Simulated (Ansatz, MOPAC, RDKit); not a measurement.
Species: cis-(1S,2R)-2-fluorocyclopropane-1-carbaldehyde, C₄H₅FO, net charge 0, singlet state. SMILES: O=C[C@@H]1C[C@H]1F

Atoms: O1, C2, C3, C4, C5, F6, H7, H8, H9, H10, H11. Bonds: O1-C2, C2-C3, C2-H7, C3-C4, C3-C5, C3-H8, C4-C5, C4-H9, C4-H10, C5-F6, C5-H11.

Bond lengths (Å) and angles (degrees) optimised at UFF with RDKit; MMFF94 with RDKit; PM7 with MOPAC; B3LYP/6-31G* with Ansatz (an electronic-structure program), each started from the B3LYP-D3(BJ)/def2-TZVP structure (Ansatz) of the last column. A row stands for all coordinates that are equal there; 13 of 31 kinds are shown. 6-31G* holds six Cartesian d functions. No wavenumbers were computed at UFF, MMFF94, so these may be saddle points.

| coordinate | UFF | MMFF94 | PM7 | B3LYP/6-31G* | B3LYP-D3(BJ)/def2-TZVP |
|---|---|---|---|---|---|
| O1-C2 | 1.220 | 1.223 | 1.205 | 1.212 | 1.204 |
| C2-C3 | 1.497 | 1.475 | 1.490 | 1.481 | 1.474 |
| C2-H7 | 1.085 | 1.103 | 1.098 | 1.116 | 1.113 |
| C3-C4 | 1.523 | 1.511 | 1.519 | 1.538 | 1.533 |
| C3-C5 | 1.519 | 1.498 | 1.521 | 1.516 | 1.508 |
| C3-H8 | 1.111 | 1.084 | 1.087 to 1.102 | 1.087 | 1.082 |
| C4-C5 | 1.519 | 1.494 | 1.505 | 1.477 | 1.471 |
| C4-H9 | 1.111 | 1.083 | 1.091 | 1.085 | 1.080 |
| O1-C2-C3 | 120.1 | 120.9 | 121.4 | 124.6 | 124.7 |
| C2-C3-C4 | 113.9 | 120.0 | 119.1 | 119.4 | 119.2 |
| C2-C3-C5 | 114.7 | 119.5 | 118.8 | 119.2 | 118.9 |
| C4-C3-C5 | 59.9 | 59.6 | 59.4 | 57.9 | 57.8 |
| C3-C4-C5 | 59.9 | 59.8 | 60.4 | 60.3 | 60.2 |

A range marks coordinates that this level makes unequal.

Mean signed difference of all 11 bond lengths from B3LYP-D3(BJ)/def2-TZVP: UFF 0.017 Å, MMFF94 0.002 Å, PM7 0.005 Å, B3LYP/6-31G* 0.005 Å.
